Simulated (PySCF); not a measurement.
Cartesian coordinates (Å):
```xyz
5

Y      0.0718     0.0679     0.1244
O      0.4602    -1.7562     0.8119
H      0.6532    -2.6429     1.1487
Br     1.4520     2.0949     1.0593
Br    -1.7690     0.3671    -1.7226
```
Charge 0, multiplicity 1.

**Question.** Predict the total energy, charge on the central atom (Mulliken) and dipole moment from TPSSh-D3(BJ)/def2-TZVP // PBE-D3(BJ)/def2-SVP in PySCF.

**Answer.** 
| Property | Value |
|---|---|
| total energy | -5262.5689 Ha |
| charge on the central atom (Mulliken) | 1.40 e |
| dipole moment | 3.32 D |
